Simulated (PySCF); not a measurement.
# OsO₃, singlet: data card

Level of theory: PBE in PySCF with Os def2-SVP with ECP60, O def2-SVP; scalar-relativistic core potentials, no spin–orbit coupling; density-fitted integrals.

The structure is a minimum.

```xyz
4
charge 0 multiplicity 1, angstrom
Os    0.0000    0.0000    0.0000
O     1.7101    0.0000    0.0000
O    -0.8550    1.4810    0.0000
O    -0.8551   -1.4809    0.0000
```

```json
{
 "Point group": "D3h",
 "Bond lengths": "Os–O 1.710 Å (×3)",
 "Bond angles": "O–Os–O 120.0° (×3)",
 "Zero-point energy": "21.7 kJ/mol",
 "Lowest empty level": "-5.47 eV",
 "Highest occupied level": "-7.55 eV",
 "Dipole moment": "0.00 D",
 "Principal quadrupole moments (Buckingham, traceless) about the centre of mass": "-1.92, -1.92, 3.83 D Å",
 "Entropy at 298.15 K and 1 bar": "294.1 J/(mol K)",
 "Rotational constants": "0.2403, 0.2403, 0.1201 cm⁻¹",
 "Principal polarisabilities": "30.1, 42.0, 42.0 bohr³",
 "Rotational symmetry number": "6",
 "Enthalpy at 298.15 K above 0 K": "14.36 kJ/mol",
 "Atomisation energy without zero-point energy": "1906 kJ/mol",
 "Heat capacity Cp at 298.15 K": "60.5 J/(mol K)"
}
```

Harmonic modes (masses in u: Os 191.961, O 15.995):
```json
{"symmetry": "a2''", "ω (cm⁻¹)": "105", "IR (km/mol, summed over degenerate members)": "4.4", "type": "bend"}
{"symmetry": "e'", "ω (cm⁻¹)": "297", "IR (km/mol, summed over degenerate members)": "1.0", "type": "bend"}
{"symmetry": "e'", "ω (cm⁻¹)": "966", "IR (km/mol, summed over degenerate members)": "186", "type": "stretch"}
{"symmetry": "a1'", "ω (cm⁻¹)": "994", "IR (km/mol, summed over degenerate members)": "0.0", "type": "stretch"}
```

In D3h the vibrations span a2'' + 2e' + a1'. The a1' mode carries no infrared intensity, as symmetry demands.

Charges (e):
```tsv
atom	Mulliken	Löwdin	polar tensor	Mayer order to Os1
Os1	0.82	0.15	1.18	–
O2,3,4	-0.27	-0.05	-0.39	1.96
```

Mulliken populations on Os1 (electrons outside its core potential): s 2.86, p 6.35, d 5.83, f 0.14.

Outer orbital energies (eV). occupied: -11.77, -11.77, -11.69, -9.60, -9.11, -9.11, -8.96, -7.55; empty: -5.47, -5.47, -2.18, -2.18.

Formally Os is in oxidation state +6, d2, with 0 unpaired electrons (the high-spin count would be 2). The polar-tensor charge on Os, 1.18, is far below the formal one.

This need not be the most stable arrangement of these atoms. Spin–orbit coupling, left out here, can matter for elements this heavy.

The final relaxation and frequency run took about 100 core-seconds on a shared host.
